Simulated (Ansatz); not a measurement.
Si27H34, a nanocrystal cut from hexagonal silicon, 61 atoms. Hardware: 4 threads of AMD EPYC 7R13 on a shared host and a share (37 GiB) of an NVIDIA H100 80GB HBM3.

Single mean-field runs in def2-SVP are fitted with def2-universal-jkfit.

(1) How many basis functions does each of these Ansatz runs have, and roughly what does it cost? PBE-D4/def2-SVP, charge 0 singlet, energy, from earlier orbitals; PBE0-D4/def2-SVP, charge -1 doublet at the geometry of the charge 0 singlet, energy; PBE-D4/def2-SVP, charge 0 singlet, relaxation, 4 steps; PBE0-D4/def2-SVP, charge 1 doublet at the geometry of the charge 0 singlet, energy; PBE-D4/def2-SVP, charge -1 doublet at the geometry of the charge 0 singlet, energy, from earlier orbitals; PBE-D4/def2-SVP, charge 0 triplet at the geometry of the charge 0 singlet, energy, from earlier orbitals; PBE-D4/def2-SVP, charge 1 doublet at the geometry of the charge 0 singlet, energy, from earlier orbitals; PBE0-D4/def2-SVP, charge 0 triplet at the geometry of the charge 0 singlet, energy; PBE0-D4/def2-SVP, charge 0 singlet, energy, from earlier orbitals; r2SCAN-D4/def2-SVP, charge 0 singlet, energy and forces, from earlier orbitals.

Results:

(1) Other jobs shared the machine, so times can vary by a factor of up to 3.

```json
{"run": "PBE-D4/def2-SVP, charge 0 singlet, energy, from earlier orbitals", "functions": "656", "fitting or Cholesky vectors": "4068", "wall time": "6.5 s", "peak host memory (GiB)": "1.2"}
{"run": "PBE0-D4/def2-SVP, charge 0 singlet, energy, from earlier orbitals", "functions": "656", "fitting or Cholesky vectors": "4068", "wall time": "6.5 s", "peak host memory (GiB)": "1.1"}
{"run": "PBE-D4/def2-SVP, charge -1 doublet at the geometry of the charge 0 singlet, energy, from earlier orbitals", "functions": "656", "fitting or Cholesky vectors": "4068", "wall time": "10 s", "peak host memory (GiB)": "1.4"}
{"run": "r2SCAN-D4/def2-SVP, charge 0 singlet, energy and forces, from earlier orbitals", "functions": "656", "fitting or Cholesky vectors": "4068", "wall time": "10 s", "peak host memory (GiB)": "1.4"}
{"run": "PBE0-D4/def2-SVP, charge -1 doublet at the geometry of the charge 0 singlet, energy", "functions": "656", "fitting or Cholesky vectors": "4068", "wall time": "22 s", "peak host memory (GiB)": "1.5"}
{"run": "PBE-D4/def2-SVP, charge 0 singlet, relaxation, 4 steps", "functions": "656", "fitting or Cholesky vectors": "4068", "wall time": "23 s", "peak host memory (GiB)": "1.3"}
{"run": "PBE-D4/def2-SVP, charge 1 doublet at the geometry of the charge 0 singlet, energy, from earlier orbitals", "functions": "656", "fitting or Cholesky vectors": "4068", "wall time": "24 s", "peak host memory (GiB)": "1.4"}
{"run": "PBE-D4/def2-SVP, charge 0 triplet at the geometry of the charge 0 singlet, energy, from earlier orbitals", "functions": "656", "fitting or Cholesky vectors": "4068", "wall time": "26 s", "peak host memory (GiB)": "1.4"}
{"run": "PBE0-D4/def2-SVP, charge 0 triplet at the geometry of the charge 0 singlet, energy", "functions": "656", "fitting or Cholesky vectors": "4068", "wall time": "33 s", "peak host memory (GiB)": "1.5"}
{"run": "PBE0-D4/def2-SVP, charge 1 doublet at the geometry of the charge 0 singlet, energy", "functions": "656", "fitting or Cholesky vectors": "4068", "wall time": "46 s", "peak host memory (GiB)": "1.5"}
```
